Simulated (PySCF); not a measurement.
## Unknowns

[PySCF 2.14: geometry: GFN2-xTB; GIAO PBE0/pcSseg-1 shieldings; one conformer; one averaged value for each set of equivalent atoms; relativity neglected; isolated molecule]

Chemical shifts δ = σref − σ; TMS for $^{1}$H, $^{13}$C, all at this level. Splittings of carbon signals by F and P are missing where no couplings were computed. Where no couplings were computed, multiplicities follow the n + 1 count of equivalent neighbours, and m marks all less simple cases (inequivalent or close neighbours, rings, F or P nearby). Shifts are as computed. Against solution values, carbons near 30 ppm lie about +3 ppm off and those near 130 ppm about +5 ppm. Of 1211 compounds with measured shifts, 218 miss one by over three times the rms of a fit or turn the order of signals round; such compounds aren't used in these exercises. OH and NH positions are gas-phase values without hydrogen bonding to other molecules.

Question: C$_{4}$H$_{9}$F$_{3}$N$_{2}$Si. $^{1}$H NMR (600 MHz, computed): δ 6.93 (q, 1H), 4.65 (s, 3H), 3.89 (m, 2H), 2.12 (d, 3H). $^{13}$C{$^{1}$H} NMR (computed): δ 136.0, 134.6, 63.4, 23.3. Identify the compound.

Answer: `InChI=1S/C4H9F3N2Si/c1-2-8-9(10)3-4(5,6)7/h2H,3H2,1,10H3/b8-2+`. The formula gives 1 degree of unsaturation (no ring in the answer). 4 carbon signals for 4 carbons: no two carbons are equivalent. Carbon types of the structure: 1 × C, 1 × CH, 1 × CH2, 1 × CH3, leaving 3 H on heteroatoms. δC 136.0: C=N carbon. δC 134.6: CF3 carbon; 3 electronegative neighbours deshield it. δC 63.4: sp3 CH2 bonded to N; deshielded by the electronegative neighbour. δC 23.3: methyl carbon; aliphatic region, no heteroatom directly attached.

This is the structure that produced the data.

Question: C$_{7}$H$_{12}$N$_{2}$Si. $^{1}$H NMR (600 MHz, computed): δ 7.48 (m, 1H), 7.38 (d, 1H), 6.99 (m, 1H), 6.91 (d, 1H), 4.62 (s, 3H), 4.43 (br s, 1H), 2.80 (br s, 1H), 2.21 (s, 3H). $^{13}$C{$^{1}$H} NMR (computed): δ 152.1 (C), 136.0 (CH), 133.1 (CH), 124.0 (C), 123.6 (CH), 114.6 (CH), 19.5 (CH3). What is it?

Answer: `C1(NN[SiH3])=CC=CC=C1C`. Rings plus π bonds: 4 (1 ring in the answer). 7 carbon signals for 7 carbons: no two carbons are equivalent. Carbon types of the structure: 2 × C, 4 × CH, 1 × CH3, leaving 5 H on heteroatoms. δC 152.1: aromatic carbon bearing nitrogen; an ipso carbon deshielded by its heteroatom. δC 136.0, 133.1, 123.6, 114.6: aromatic CH. δC 124.0: substituted aromatic carbon. δH 2.21: hydrogen on a methyl carbon on an aromatic ring; benzylic-type position, deshielded by the ring.

The shifts were computed for this structure.
